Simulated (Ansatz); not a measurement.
One change: `[CH3][Ga]([CH3])[C]#N` becomes `[CH3][Ga]([CH3])[OH]`.

Ansatz, PBE0-D4/def2-TZVP geometries, multiplicity 1. Each molecule was computed in one conformer, which needn't be the lowest.

Scalar relativity is left out up to krypton.

```json
{"property": "LUMO energy (B3LYP/def2-TZVPP) / eV", "`[CH3][Ga]([CH3])[C]#N`": "-2.06"}
{"property": "size of the dipole moment (PBE/def2-TZVPP) / D", "`[CH3][Ga]([CH3])[C]#N`": "4.54"}
{"property": "LUMO energy (PBE/def2-TZVPP) / eV", "`[CH3][Ga]([CH3])[C]#N`": "-2.60"}
{"property": "HOMO energy (PBE/def2-TZVPP) / eV", "`[CH3][Ga]([CH3])[C]#N`": "-7.17"}
{"property": "LUMO energy (ωB97M-V/def2-TZVPP) / eV", "`[CH3][Ga]([CH3])[C]#N`": "-0.02"}
{"property": "HOMO–LUMO gap (PBE0/def2-TZVPP) / eV", "`[CH3][Ga]([CH3])[C]#N`": "6.63"}
```

**Question.** What does the change do to each property? (Best estimate.)

**Answer.** Ansatz gave: 
| property | `[CH3][Ga]([CH3])[OH]` | shift |
| --- | --- | --- |
| LUMO energy (B3LYP/def2-TZVPP) / eV | -0.50 | 1.56 |
| size of the dipole moment (PBE/def2-TZVPP) / D | 1.70 | -2.84 |
| LUMO energy (PBE/def2-TZVPP) / eV | -1.01 | 1.59 |
| HOMO energy (PBE/def2-TZVPP) / eV | -6.44 | 0.73 |
| LUMO energy (ωB97M-V/def2-TZVPP) / eV | 1.45 | 1.47 |
| HOMO–LUMO gap (PBE0/def2-TZVPP) / eV | 7.53 | 0.90 |

With PBE0 the HOMO rises by 0.68 eV and the LUMO rises by 1.58 eV, so the gap widens by about 0.90 eV. PBE moves the HOMO by 0.73 eV and ωB97M-V by 0.66 eV. Dipoles are sizes alone; their direction can turn.

B3LYP here is the variant with VWN-RPA as its local correlation; programs differ in this.
